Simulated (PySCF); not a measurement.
A calculated (PBE, PySCF 2.14, def2-QZVPPD, the non-relativistic Hamiltonian (point nucleus)) atom or ion has these occupied shells.

| shell | electrons | orbital energy (eV) | rms radius, mean of both spins (bohr) |
| --- | --- | --- | --- |
| 1s α | 1 | -5350.5 | 0.0777 |
| 1s β | 1 | -5350.4 | 0.0777 |
| 2s α | 1 | -620.21 | 0.338 |
| 2s β | 1 | -619.39 | 0.338 |
| 2p α | 3 | -526.97 | 0.305 |
| 2p β | 3 | -526.33 | 0.305 |
| 3s α | 1 | -93.088 | 1.01 |
| 3s β | 1 | -90.861 | 1.01 |
| 3p α | 3 | -67.553 | 1.08 |
| 3p β | 3 | -65.334 | 1.08 |
| 3d α | 2 | -28.453 | 1.34 |
| 4s α | 1 | -20.414 | 2.85 |

**Question.** Name the element and its charge.

**Answer.** V²⁺ (vanadium, charge +2), in [Ar] 3d2 4s1, high-spin 4F determinant (an excited configuration).
